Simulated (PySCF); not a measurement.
C4H9, doublet, at a GFN2-xTB geometry, with bond 10-3 at 2.4 times its length; CASSCF(9,9)/6-31G run with PySCF.

Here is a job for PySCF.
```python
from pyscf import gto, scf, mcscf
import numpy

mol = gto.M(
    atom='''
C     0.00023255   -0.00038654    0.11531580
C    -0.00196340    1.47890203   -0.01633315
C     1.28276078   -0.73724528   -0.01712977
C    -1.28103607   -0.74176229   -0.00192288
H     0.00533747    1.79203493   -1.06950692
H    -0.89210208    1.91042643    0.44006010
H     0.88040339    1.91391175    0.45231464
H     1.56175249   -0.87942031   -1.07031343
H     2.09754855   -0.19116268    0.45767582
H     1.11571072   -3.11283718    1.06189305
H    -1.56790184   -0.89216050   -1.05187077
H    -1.20458862   -1.72845315    0.45367356
H    -2.09356910   -0.19514891    0.47592392
''',
    basis='6-31g',
    spin=1,
    verbose=4,
)

mf = scf.ROHF(mol)
mf.kernel()
mc = mcscf.CASSCF(mf, 9, 9)
mc.fix_spin_(ss=0.75)
mc.kernel()
occ = numpy.linalg.eigvalsh(mc.fcisolver.make_rdm1(mc.ci, mc.ncas, mc.nelecas))[::-1]
ss = mc.fcisolver.spin_square(mc.ci, mc.ncas, mc.nelecas)[0]
print('natural occupations', occ.round(4), ' <S^2>', round(ss, 4))
```

Q: What does PySCF print? Leave out banner, timings and long lists.

A: 
```
PySCF version 2.14.0

[INPUT] verbose = 4
[INPUT] num. atoms = 13
[INPUT] num. electrons = 33
[INPUT] charge = 0
[INPUT] spin (= nelec alpha-beta = 2S) = 1
[INPUT] symmetry False subgroup None
[INPUT] Mole.unit = angstrom
[INPUT] Symbol           X                Y                Z      unit          X                Y                Z       unit  Magmom
[...]
nuclear repulsion = 122.731618185062
number of shells = 38
number of NR pGTOs = 124
number of NR cGTOs = 54
basis = 6-31g
ecp = {}

******** <class 'pyscf.scf.rohf.ROHF'> ********
method = ROHF
initial guess = minao
damping factor = 0
level_shift factor = 0
DIIS = <class 'pyscf.scf.diis.CDIIS'>
diis_start_cycle = 1
diis_space = 8
diis_damp = 0
SCF conv_tol = 1e-09
SCF conv_tol_grad = None
SCF max_cycles = 50
direct_scf = True
direct_scf_tol = 1e-13
num. doubly occ = 16  num. singly occ = 1
Set gradient conv threshold to 3.16228e-05
init E= -156.789990752632
[...]
cycle= 1 E= -156.283117117924  delta_E= 0.507  |g|= 0.428  |ddm|= 2.03
[...]
cycle= 2 E= -156.313816804459  delta_E= -0.0307  |g|= 0.403  |ddm|= 0.961
[...]
cycle= 3 E= -156.387240033381  delta_E= -0.0734  |g|= 0.0857  |ddm|= 0.564
[...]
cycle= 4 E= -156.40662528508  delta_E= -0.0194  |g|= 0.0598  |ddm|= 0.232
[...]
cycle= 5 E= -156.415423309114  delta_E= -0.0088  |g|= 0.0534  |ddm|= 0.12
[...]
cycle= 6 E= -156.425010343938  delta_E= -0.00959  |g|= 0.0356  |ddm|= 0.29
[...]
cycle= 7 E= -156.41950026796  delta_E= 0.00551  |g|= 0.0385  |ddm|= 0.225
[...]
cycle= 8 E= -156.425862985076  delta_E= -0.00636  |g|= 0.00847  |ddm|= 0.162
[...]
cycle= 9 E= -156.425992917425  delta_E= -0.00013  |g|= 0.00628  |ddm|= 0.0492
[...]
cycle= 10 E= -156.426060525105  delta_E= -6.76e-05  |g|= 0.00202  |ddm|= 0.0203
[...]
cycle= 11 E= -156.426067300591  delta_E= -6.78e-06  |g|= 0.00111  |ddm|= 0.00763
[...]
cycle= 12 E= -156.426066196073  delta_E= 1.1e-06  |g|= 0.00103  |ddm|= 0.00532
[...]
cycle= 13 E= -156.426069083371  delta_E= -2.89e-06  |g|= 0.000124  |ddm|= 0.00414
[...]
cycle= 14 E= -156.42606911127  delta_E= -2.79e-08  |g|= 5.42e-05  |ddm|= 0.000692
[...]
cycle= 15 E= -156.426069118037  delta_E= -6.77e-09  |g|= 1.79e-05  |ddm|= 0.000259
[...]
cycle= 16 E= -156.426069118738  delta_E= -7.01e-10  |g|= 5.17e-06  |ddm|= 6.59e-05
[...]
Extra cycle  E= -156.426069118765  delta_E= -2.69e-11  |g|= 2.92e-06  |ddm|= 1.02e-05
converged SCF energy = -156.426069118765

******** <class 'pyscf.mcscf.mc1step.CASSCF'> ********
CAS (5e+4e, 9o), ncore = 12, nvir = 33
max_cycle_macro = 50
max_cycle_micro = 4
conv_tol = 1e-07
conv_tol_grad = None
orbital rotation max_stepsize = 0.02
orbital rotation threshold for CI restart = 0.01
augmented hessian ah_max_cycle = 30
augmented hessian ah_conv_tol = 1e-12
augmented hessian ah_linear dependence = 1e-14
augmented hessian ah_level shift = 1e-08
augmented hessian ah_start_tol = 2.5
augmented hessian ah_start_cycle = 3
augmented hessian ah_grad_trust_region = 3
kf_trust_region = 3
kf_interval = 4
ci_response_space = 4
ci_grad_trust_region = 3
with_dep4 0
natorb = False
canonicalization = True
sorting_mo_energy = False
ao2mo_level = 2
internal_rotation = False
******** <class 'pyscf.fci.addons.SpinPenaltyFCISolver'> ********
max. cycles = 50
conv_tol = 1e-08
davidson only = True
linear dependence = 1e-12
level shift = 0.001
max iter space = 12
nroots = 1
pspace_size = 400
spin = None
CASCI E = -156.460560721878  S^2 = 0.7500000
Set conv_tol_grad to 0.000316228
macro iter   1 ( 21 JK    4 micro), CASSCF E = -156.486526052117  dE = -2.59653302e-02  S^2 = 0.7500000
               |grad[o]|=0.121  |grad[c]|=0.0316  |ddm|=0.093  |maxRot[o]|=0.228
macro iter   2 ( 21 JK    4 micro), CASSCF E = -156.499211797978  dE = -1.26857459e-02  S^2 = 0.7500000
               |grad[o]|=0.0479  |grad[c]|=0.0297  |ddm|=0.0339  |maxRot[o]|=0.287
macro iter   3 ( 21 JK    4 micro), CASSCF E = -156.512023481783  dE = -1.28116838e-02  S^2 = 0.7500000
               |grad[o]|=0.0276  |grad[c]|=0.0412  |ddm|=0.0325  |maxRot[o]|=0.236
macro iter   4 ( 21 JK    4 micro), CASSCF E = -156.525103898029  dE = -1.30804162e-02  S^2 = 0.7500000
               |grad[o]|=0.0131  |grad[c]|=0.0402  |ddm|=0.0499  |maxRot[o]|=0.207
macro iter   5 ( 21 JK    4 micro), CASSCF E = -156.539773039020  dE = -1.46691410e-02  S^2 = 0.7500000
               |grad[o]|=0.0179  |grad[c]|=0.0312  |ddm|=0.0235  |maxRot[o]|=0.284
macro iter   6 ( 21 JK    4 micro), CASSCF E = -156.541447440066  dE = -1.67440105e-03  S^2 = 0.7500000
               |grad[o]|=0.0114  |grad[c]|=0.0207  |ddm|=0.0228  |maxRot[o]|=0.0573
macro iter   7 ( 21 JK    4 micro), CASSCF E = -156.542161923654  dE = -7.14483587e-04  S^2 = 0.7500000
               |grad[o]|=0.00909  |grad[c]|= 0.02  |ddm|=0.022  |maxRot[o]|=0.0304
macro iter   8 ( 21 JK    4 micro), CASSCF E = -156.542608459848  dE = -4.46536194e-04  S^2 = 0.7500000
               |grad[o]|=0.00799  |grad[c]|=0.0198  |ddm|=0.0199  |maxRot[o]|=0.0236
macro iter   9 ( 21 JK    4 micro), CASSCF E = -156.542906466014  dE = -2.98006166e-04  S^2 = 0.7500000
               |grad[o]|=0.00748  |grad[c]|=0.0197  |ddm|=0.0185  |maxRot[o]|=0.0193
macro iter  10 ( 21 JK    4 micro), CASSCF E = -156.543110667932  dE = -2.04201918e-04  S^2 = 0.7500000
               |grad[o]|=0.00725  |grad[c]|=0.0196  |ddm|=0.0175  |maxRot[o]|=0.0159
macro iter  11 ( 21 JK    4 micro), CASSCF E = -156.543252040457  dE = -1.41372525e-04  S^2 = 0.7500000
               |grad[o]|=0.00715  |grad[c]|=0.0195  |ddm|=0.0167  |maxRot[o]|=0.0131
macro iter  12 ( 21 JK    4 micro), CASSCF E = -156.543350304727  dE = -9.82642702e-05  S^2 = 0.7500000
               |grad[o]|=0.0071  |grad[c]|=0.0195  |ddm|=0.0162  |maxRot[o]|=0.0107
macro iter  13 ( 21 JK    4 micro), CASSCF E = -156.543418711623  dE = -6.84068954e-05  S^2 = 0.7500000
               |grad[o]|=0.00707  |grad[c]|=0.0195  |ddm|=0.0158  |maxRot[o]|=0.00877
macro iter  14 ( 21 JK    4 micro), CASSCF E = -156.543466390619  dE = -4.76789959e-05  S^2 = 0.7500000
[...]
macro iter  22 ( 21 JK    4 micro), CASSCF E = -156.543573042667  dE = -3.26679299e-06  S^2 = 0.7500000
               |grad[o]|=0.00688  |grad[c]|=0.0194  |ddm|=0.0149  |maxRot[o]|=0.00126
macro iter  23 ( 21 JK    4 micro), CASSCF E = -156.543575509207  dE = -2.46654042e-06  S^2 = 0.7500000
               |grad[o]|=0.00687  |grad[c]|=0.0194  |ddm|=0.0149  |maxRot[o]|=0.00101
macro iter  24 ( 21 JK    4 micro), CASSCF E = -156.543577391227  dE = -1.88201921e-06  S^2 = 0.7500000
               |grad[o]|=0.00686  |grad[c]|=0.0194  |ddm|=0.0149  |maxRot[o]|=0.000812
macro iter  25 ( 21 JK    4 micro), CASSCF E = -156.543578855906  dE = -1.46467991e-06  S^2 = 0.7500000
               |grad[o]|=0.00685  |grad[c]|=0.0194  |ddm|=0.0148  |maxRot[o]|=0.000654
macro iter  26 ( 21 JK    4 micro), CASSCF E = -156.543579997343  dE = -1.14143674e-06  S^2 = 0.7500000
               |grad[o]|=0.00685  |grad[c]|=0.0194  |ddm|=0.0149  |maxRot[o]|=0.000526
macro iter  27 ( 21 JK    4 micro), CASSCF E = -156.543580904760  dE = -9.07416648e-07  S^2 = 0.7500000
               |grad[o]|=0.00685  |grad[c]|=0.0194  |ddm|=0.0148  |maxRot[o]|=0.000425
macro iter  28 ( 21 JK    4 micro), CASSCF E = -156.543581635447  dE = -7.30687049e-07  S^2 = 0.7500000
               |grad[o]|=0.00684  |grad[c]|=0.0194  |ddm|=0.0148  |maxRot[o]|=0.000345
macro iter  29 ( 21 JK    4 micro), CASSCF E = -156.543582214339  dE = -5.78891786e-07  S^2 = 0.7500000
               |grad[o]|=0.00684  |grad[c]|=0.0194  |ddm|=0.0148  |maxRot[o]|=0.000276
macro iter  30 ( 21 JK    4 micro), CASSCF E = -156.543582686184  dE = -4.71845368e-07  S^2 = 0.7500000
               |grad[o]|=0.00684  |grad[c]|=0.0194  |ddm|=0.0149  |maxRot[o]|=0.000223
macro iter  31 ( 11 JK    2 micro), CASSCF E = -156.543582936509  dE = -2.50324661e-07  S^2 = 0.7500000
               |grad[o]|=0.00684  |grad[c]|=0.0182  |ddm|=0.00143  |maxRot[o]|=9.13e-05
macro iter  32 ( 11 JK    2 micro), CASSCF E = -156.543583148469  dE = -2.11960241e-07  S^2 = 0.7500000
               |grad[o]|=0.00684  |grad[c]|=0.0182  |ddm|=0.00152  |maxRot[o]|=8.16e-05
macro iter  33 ( 11 JK    2 micro), CASSCF E = -156.543583338628  dE = -1.90159511e-07  S^2 = 0.7500000
               |grad[o]|=0.00684  |grad[c]|=0.0182  |ddm|=0.00151  |maxRot[o]|=7.43e-05
macro iter  34 ( 11 JK    2 micro), CASSCF E = -156.543583514600  dE = -1.75971849e-07  S^2 = 0.7500000
               |grad[o]|=0.00684  |grad[c]|=0.0182  |ddm|=0.00158  |maxRot[o]|=6.73e-05
macro iter  35 ( 11 JK    2 micro), CASSCF E = -156.543583678696  dE = -1.64095326e-07  S^2 = 0.7500000
               |grad[o]|=0.00683  |grad[c]|=0.0182  |ddm|=0.00163  |maxRot[o]|=6.11e-05
macro iter  36 ( 11 JK    2 micro), CASSCF E = -156.543583830029  dE = -1.51333523e-07  S^2 = 0.7500000
               |grad[o]|=0.00683  |grad[c]|=0.0182  |ddm|=0.00162  |maxRot[o]|=5.55e-05
macro iter  37 ( 11 JK    2 micro), CASSCF E = -156.543583970338  dE = -1.40308543e-07  S^2 = 0.7500000
               |grad[o]|=0.00683  |grad[c]|=0.0182  |ddm|=0.00162  |maxRot[o]|=5.05e-05
macro iter  38 ( 11 JK    2 micro), CASSCF E = -156.543584100007  dE = -1.29669417e-07  S^2 = 0.7500000
               |grad[o]|=0.00683  |grad[c]|=0.0182  |ddm|=0.00162  |maxRot[o]|=4.59e-05
macro iter  39 ( 11 JK    2 micro), CASSCF E = -156.543584221487  dE = -1.21479928e-07  S^2 = 0.7500000
               |grad[o]|=0.00683  |grad[c]|=0.0182  |ddm|=0.00164  |maxRot[o]|=4.17e-05
macro iter  40 ( 11 JK    2 micro), CASSCF E = -156.543584333446  dE = -1.11959167e-07  S^2 = 0.7500000
               |grad[o]|=0.00683  |grad[c]|=0.0182  |ddm|=0.00163  |maxRot[o]|=3.79e-05
macro iter  41 ( 11 JK    2 micro), CASSCF E = -156.543584437413  dE = -1.03967125e-07  S^2 = 0.7500000
               |grad[o]|=0.00683  |grad[c]|=0.0182  |ddm|=0.00161  |maxRot[o]|=3.45e-05
macro iter  42 ( 11 JK    2 micro), CASSCF E = -156.543584533248  dE = -9.58341673e-08  S^2 = 0.7500000
               |grad[o]|=0.00683  |grad[c]|=0.0182  |ddm|=0.00163  |maxRot[o]|=3.14e-05
macro iter  43 ( 21 JK    4 micro), CASSCF E = -156.544837834761  dE = -1.25330151e-03  S^2 = 0.7500000
               |grad[o]|=0.00683  |grad[c]|=0.00799  |ddm|=0.0125  |maxRot[o]|=0.0848
macro iter  44 ( 21 JK    4 micro), CASSCF E = -156.547271851293  dE = -2.43401653e-03  S^2 = 0.7500000
               |grad[o]|=0.0104  |grad[c]|=0.00973  |ddm|=0.00468  |maxRot[o]|=0.0872
macro iter  45 ( 21 JK    4 micro), CASSCF E = -156.547590518652  dE = -3.18667359e-04  S^2 = 0.7500000
               |grad[o]|=0.0094  |grad[c]|=0.013  |ddm|=0.00428  |maxRot[o]|=0.0206
macro iter  46 ( 21 JK    4 micro), CASSCF E = -156.547282259368  dE =  3.08259285e-04  S^2 = 0.7500000
               |grad[o]|=0.00869  |grad[c]|=0.0128  |ddm|=0.00465  |maxRot[o]|=0.0146
macro iter  47 ( 21 JK    4 micro), CASSCF E = -156.548394650493  dE = -1.11239113e-03  S^2 = 0.7500000
               |grad[o]|=0.00957  |grad[c]|=0.00934  |ddm|=0.00495  |maxRot[o]|=0.0416
macro iter  48 ( 11 JK    3 micro), CASSCF E = -156.549423736814  dE = -1.02908632e-03  S^2 = 0.7500000
               |grad[o]|=0.00732  |grad[c]|=0.00852  |ddm|=0.00375  |maxRot[o]|=0.0587
macro iter  49 ( 14 JK    4 micro), CASSCF E = -156.549584097890  dE = -1.60361076e-04  S^2 = 0.7500000
               |grad[o]|=0.00422  |grad[c]|=0.00595  |ddm|=0.0018  |maxRot[o]|=0.0181
macro iter  50 ( 10 JK    4 micro), CASSCF E = -156.549735920391  dE = -1.51822501e-04  S^2 = 0.7500000
               |grad[o]|=0.00384  |grad[c]|=0.00419  |ddm|=0.00125  |maxRot[o]|=0.0169
1-step CASSCF not converged,  50 macro (902 JK 175 micro) steps
CASSCF canonicalization
Density matrix diagonal elements [1.98017266 1.97733032 1.97267661 1.67846033 0.98607109 0.33645495
 0.02230733 0.02528821 0.0212385 ]
CASSCF energy = -156.549735920391
CASCI E = -156.549735920391  E(CI) = -17.5717080363168  S^2 = 0.7500000
natural occupations [1.9818 1.9794 1.9719 1.6974 0.9972 0.3059 0.0268 0.0217 0.0178]  <S^2> 0.75
```

Convergence was not reached.
